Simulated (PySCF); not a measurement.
Species: CH₉BrGe₂SSi.
Z-matrix (Å and degrees, PBE0-D3(BJ)/def2-SVP geometry), rows numbered from 1:
```
Si
C   1  1.8827
Ge  2  1.9500  1  115.29
S   3  2.2519  2  110.97  1    56.09
Ge  4  2.2055  3  101.32  2    46.56
Br  5  2.3222  4  110.48  3    42.84
H   1  1.4950  2  109.91  3    57.81
H   1  1.4954  2  110.17  3   177.58
H   1  1.4931  2  110.75  3   -62.20
H   2  1.1039  1  109.31  3  -120.27
H   2  1.1029  1  110.31  3   122.93
H   3  1.5394  2  111.42  1   -57.19
H   3  1.5374  2  111.90  1   178.15
H   5  1.5364  4  112.56  3   -74.05
H   5  1.5336  4  107.80  3   160.42
```

Method used: TDDFT CAM-B3LYP/def2-SVPD, vertical, gas phase, core orbitals frozen in the response in PySCF 2.14.0, density-fitted response routines. The CAM-B3LYP/def2-SVPD calculation is non-relativistic and has no spin–orbit coupling, an omission that weighs most on bromine and germanium.

Kohn–Sham orbitals with the atoms that hold most of them (Löwdin shares over 4%, at most four atoms; ? is withheld):

```tsv
orbital	ε (eV)	atoms
LUMO+2	0.77	S4 23%, Ge5 18%, Si1 12%, Ge3 11%
LUMO+1	0.29	Ge5 19%, S4 18%, Ge3 16%, H15 8%
LUMO	?	?
HOMO	-8.72	?
HOMO-1	-9.55	Br6 57%, S4 23%, Ge5 7%
HOMO-2	-9.73	Br6 77%, Ge5 9%, H15 4%
HOMO-3	-10.16	S4 29%, Br6 28%, Ge3 12%, C2 10%
```

(1) Which atoms hold the LUMO, and with what shares?

(2) Give the leading atoms of the HOMO.

(3) What is the LUMO energy, and the HOMO–LUMO gap?

Answers

(1) Br6 (bonded to Ge) 32%; Ge5 (bonded to Br, S and 2 H) 24%; S4 (bonded to 2 Ge) 20%; H14 (bonded to Ge) 8%.

(2) S4 (bonded to 2 Ge) 69%; Ge3 (bonded to C, S and 2 H) 8%; Ge5 (bonded to Br, S and 2 H) 8%. By element: sulfur 69%, germanium 16%.

(3) ε(LUMO) = -0.21 eV; the gap is 8.51 eV (0.3127 hartree).

Question: The HOMO–LUMO gap is 8.51 eV. Where does the response calculation put the lowest singlet, and from which orbitals?

Answer: S1 is at 5.29 eV (f = 0.0095), 3.22 eV below the gap, made of HOMO→LUMO (89%). 

Question: Give energy, strength and leading configuration of S1, S2, S3 and S4, and follow the Löwdin shares of the leading atoms from the occupied to the empty orbital.

Answer: 
- S1 (5.29 eV, f 0.0095), HOMO→LUMO (89%): S4 69% → 20%, Ge3 8% → at most 8%, Br6 at most 4% → 32%, Ge5 8% → 24%
- S2 (5.81 eV, f 0.014), HOMO→LUMO+1 (81%): S4 69% → 18%, Ge3 8% → 16%, Ge5 8% → 19%
- S3 (6.04 eV, f 0.021), HOMO-1→LUMO (71%): Br6 57% → 32%, S4 23% → 20%, Ge5 7% → 24%
- S4 (6.11 eV, f 0.022), HOMO-2→LUMO (78%): Br6 77% → 32%, Ge5 9% → 24%

One conformer stands for the species.
